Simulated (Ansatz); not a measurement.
Molecule: C4H7, charge -1, multiplicity 1. It need not be the lowest isomer of its formula. Whether it binds its extra electron was not tested at this geometry. 
Structure (B3LYP-D3(BJ)/def2-TZVP (Ansatz, a program for electronic structure) minimum search):
```
C
C 1 1.3368
H 1 1.1165 2 122.08
C 1 1.5113 3 113.15 2 180.00
H 4 1.0937 1 109.06 3 -180.00
H 4 1.1023 5 108.10 1 122.85
H 4 1.1023 5 108.10 6 114.30
C 2 1.5129 1 114.86 3 0.00
H 8 1.0997 2 111.19 1 121.63
H 8 1.0997 9 105.11 2 -120.41
H 8 1.1196 9 106.93 10 -113.41
```
Charge -1, spin multiplicity 1.

Basis-set convergence of Hartree-Fock and CCSD(T) correlation energies (hartree) with Ansatz. Correlated levels leave the core frozen unless marked. Spin-orbit coupling is left out. Non-relativistic. This anion needs diffuse functions, which these sets lack.

| basis | functions | E(HF) | E(corr, CCSD(T)) | rough core time |
|---|---|---|---|---|
| cc-pVDZ | 91 | -155.43805 | -0.64014 | under 20 s |
| cc-pVTZ | 218 | ? | ? | 60 s |

Problem. Some entries are withheld; supply them.

Solution. 
- cc-pVTZ, E(HF): -155.48714
- cc-pVTZ, E(corr, CCSD(T)): -0.76808
